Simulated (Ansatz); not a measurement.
What each rung costs, and what it gives

Saddle point of BH$_{4}$ClO$_{3}$, singlet (BH₂ClO₂ ([OH][B]([OH])[Cl]) + H₂O → BH₃O₃ ([OH][B]([OH])[OH]) + HCl; bonds formed: B1–O6, Cl2–H5; bonds broken: B1–Cl2, H5–O6), PBE0-D4/def2-TZVP structure:

```xyz
9
angstrom
B -0.3203 0.1660 -0.0351
Cl 1.0066 -1.5023 -1.0492
O -0.5551 1.0343 -1.0484
O -1.3030 -0.3657 0.7341
H 1.4302 -0.4439 0.2583
O 0.9454 0.3462 0.8078
H 0.1772 1.1284 -1.6611
H -2.1498 -0.4042 0.2838
H 0.7690 0.0412 1.7096
```

Barriers are electronic and count from the start structure reached by relaxing down the imaginary mode.

Ansatz 0.2.0; basis: as named in each row; cores frozen in the correlated methods. B3LYP uses VWN-RPA correlation. Extrapolation: Hartree–Fock as exp(−7.88 √X), correlation as X^−2.97.

Times are rough, for one single point on 4 threads of a shared host (Arm Neoverse V1).

The estimate by CCSD(T) at an estimated basis limit (MP2 extrapolated from triple and quadruple zeta, plus CCSD(T) − MP2 in triple zeta) is 71.8 kJ/mol.

```json
{"method": "HF", "basis": "STO-3G", "time (s)": "under 1", "barrier (kJ/mol)": "5.1", "method less estimate": "-66.8"}
{"method": "PBE-D4", "basis": "STO-3G", "time (s)": "under 1", "barrier (kJ/mol)": "-95.5", "method less estimate": "-167.4"}
{"method": "SPW92", "basis": "def2-SVP", "time (s)": "under 1", "barrier (kJ/mol)": "-17.5", "method less estimate": "-89.4"}
{"method": "PBE-D4", "basis": "def2-SVP", "time (s)": "under 1", "barrier (kJ/mol)": "22.3", "method less estimate": "-49.6"}
{"method": "B3LYP-D4", "basis": "6-31G", "time (s)": "under 1", "barrier (kJ/mol)": "23.6", "method less estimate": "-48.2"}
{"method": "PBE0-D4", "basis": "def2-SVP", "time (s)": "under 1", "barrier (kJ/mol)": "33.8", "method less estimate": "-38.1"}
{"method": "SPW92", "basis": "def2-TZVPP", "time (s)": "1", "barrier (kJ/mol)": "14.7", "method less estimate": "-57.1"}
{"method": "PBE-D4", "basis": "def2-TZVPP", "time (s)": "2", "barrier (kJ/mol)": "51.5", "method less estimate": "-20.3"}
{"method": "BLYP-D4", "basis": "def2-TZVPP", "time (s)": "2", "barrier (kJ/mol)": "62.5", "method less estimate": "-9.3"}
{"method": "BHLYP-D4", "basis": "def2-TZVPP", "time (s)": "2", "barrier (kJ/mol)": "72.3", "method less estimate": "0.4"}
{"method": "B3LYP-D4", "basis": "def2-TZVPP", "time (s)": "2", "barrier (kJ/mol)": "65.8", "method less estimate": "-6.0"}
{"method": "CAM-B3LYP-D4", "basis": "def2-TZVPP", "time (s)": "2", "barrier (kJ/mol)": "63.9", "method less estimate": "-7.9"}
{"method": "PBE0-D4", "basis": "def2-TZVPP", "time (s)": "3", "barrier (kJ/mol)": "57.3", "method less estimate": "-14.5"}
{"method": "wB97M-V", "basis": "def2-SVP", "time (s)": "3", "barrier (kJ/mol)": "34.4", "method less estimate": "-37.4"}
{"method": "r2SCAN-D4", "basis": "def2-TZVPP", "time (s)": "4", "barrier (kJ/mol)": "51.4", "method less estimate": "-20.5"}
{"method": "CCSD(T)", "basis": "def2-SVP", "time (s)": "4", "barrier (kJ/mol)": "70.2", "method less estimate": "-1.6"}
{"method": "RPA on PBE", "basis": "def2-TZVPP", "time (s)": "4", "barrier (kJ/mol)": "76.8", "method less estimate": "5.0"}
{"method": "r2SCAN0-D4", "basis": "def2-TZVPP", "time (s)": "4", "barrier (kJ/mol)": "55.8", "method less estimate": "-16.0"}
{"method": "B2PLYP", "basis": "def2-TZVPP", "time (s)": "4", "barrier (kJ/mol)": "70.7", "method less estimate": "-1.2"}
{"method": "PBE-QIDH", "basis": "def2-TZVPP", "time (s)": "4", "barrier (kJ/mol)": "63.2", "method less estimate": "-8.6"}
{"method": "B97M-V", "basis": "def2-TZVPP", "time (s)": "6", "barrier (kJ/mol)": "67.2", "method less estimate": "-4.6"}
{"method": "wB97X-V", "basis": "def2-TZVPP", "time (s)": "6", "barrier (kJ/mol)": "66.3", "method less estimate": "-5.6"}
{"method": "wB97M-V", "basis": "def2-TZVPP", "time (s)": "7", "barrier (kJ/mol)": "61.3", "method less estimate": "-10.6"}
{"method": "MP2", "basis": "def2-QZVPP", "time (s)": "17", "barrier (kJ/mol)": "69.2", "method less estimate": "-2.6"}
{"method": "CCSD(T)", "basis": "def2-TZVPP", "time (s)": "110", "barrier (kJ/mol)": "72.3", "method less estimate": "0.5"}
```

All methods are single points on the PBE0-D4 structures; a negative value means that the method puts the saddle structure below the start.

T1 diagnostic: at most 0.012.

The step is the kind of ligand exchange by which a precursor binds to a hydroxyl group, or is hydrolysed, in atomic layer deposition of oxides.

Labels in which every atom is bracketed show which atoms are joined, not bond orders.
